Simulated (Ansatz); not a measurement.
A nudged elastic band was laid between two geometries of AsH4Si (6 atoms, charge -1, multiplicity 1).

The calculation used Ansatz 0.2.0, RKS B3LYP-D4/def2-SVPD.

```yaml
movable_images: 5
climbing_image: yes
spring: 50.0 eV/Å²
optimiser: quadratic models (default)
start_path: IDPP
force_threshold: 0.03 eV/Å
iteration_limit: 60
end_points: relaxed
```

Initial state:

```xyz
6
Properties=species:S:1:pos:R:3
Si 0.006 -1.232 0.449
As -0.036 1.127 -0.407
H 1.094 -1.600 -0.591
H -1.142 -1.622 -0.517
H 1.132 1.648 0.453
H -1.053 1.679 0.612
```

Final state:

```xyz
6
Properties=species:S:1:pos:R:3
Si 0.436 -1.130 -0.718
As -0.203 1.248 -0.347
H 0.423 -1.564 0.762
H -1.039 -1.528 -0.952
H 1.161 1.734 0.171
H -0.778 1.240 1.084
```

Which bonds break or form, and what moves?

No bond is made or broken. The height of Si1 over the plane of its neighbours goes from -0.98 to 0.93 Å.

Give the energies along the band, and the barrier.

It converged. The highest image is number 3 of 0 to 6, 30.5 kcal/mol above the first end and 30.7 kcal/mol above the last; the last end lies 0.2 kcal/mol below the first. Beside the main top the profile has a ripple of under 15 meV (maxima at images 1, 3), which may be a very shallow well or noise. Neighbouring images differ by up to 1.3 eV, so the band resolves the path poorly. Another band between the same ends (5 images) ends at a top of the same energy, where a vibrational analysis finds 1 clearly imaginary mode. Limits of this set-up: the dipole of an ion depends on the origin.

| image | path coordinate (Å) | energy (kcal/mol) | height of Si1 over the plane of its neighbours (Å) |
| --- | --- | --- | --- |
| 0 | 0.00 | 0.0 | -0.98 |
| 1 | 1.32 | 0.4 | -0.96 |
| 2 | 2.63 | 0.2 | -0.95 |
| 3 | 3.95 | 30.5 | 0.00 |
| 4 | 4.39 | 13.8 | 0.49 |
| 5 | 4.83 | 1.0 | 0.85 |
| 6 | 5.27 | -0.2 | 0.93 |

What is the geometry of the highest image?


```xyz
6
Properties=species:S:1:pos:R:3
Si -0.053 -1.023 -0.360
As -0.432 1.209 -0.040
H 0.955 -1.883 0.326
H -0.933 -1.652 -1.380
H 0.964 1.910 -0.050
H -0.500 1.439 1.503
```

Time of the run: 110 s on 2 threads of Arm Neoverse V1, with other jobs on the host, peak memory 0.19 GiB.
